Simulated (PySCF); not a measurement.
# AsO: energy against distance

Set-up: basis As aug-pcseg-1, O aug-pcseg-1; no relativity; PySCF 2.14. Energies in eV from As + O in their ground configurations at the same level. State: ²Π (doublet), unpaired electrons π ↑.

```csv
R (Å),r²SCAN
1.416,-2.769
1.482,-3.824
1.548,-4.411
1.598,-4.626
1.647,-4.697
1.696,-4.657
1.762,-4.476
1.845,-4.107
1.944,-3.540
2.075,-2.691
```

Put a parabola through the three lowest points of the r²SCAN curve and estimate Re, k and ωe (reduced mass 13.18 u; 1 eV/Å² = 0.16022 mdyn/Å; ωe = 1302.8·√(k/μ) cm⁻¹).

Through R = 1.598, 1.647, 1.696 Å the second-order coefficient is 23.1 eV/Å², so Re ≈ 1.654 Å, k ≈ 7.41 mdyn/Å and ωe ≈ 977 cm⁻¹. A polynomial fit of higher order to the unrounded r²SCAN energies gives Re = 1.652 Å, k = 7.06 mdyn/Å, ωe = 954 cm⁻¹; anharmonicity and rounding make the difference.

The higher-order fit for each curve: r²SCAN: Re = 1.652 Å, ωe = 954 cm⁻¹, De = 4.70 eV.

Spin–orbit coupling is left out. The state is the lowest determinant that a PBE0 search found; another state may lie lower at other levels.
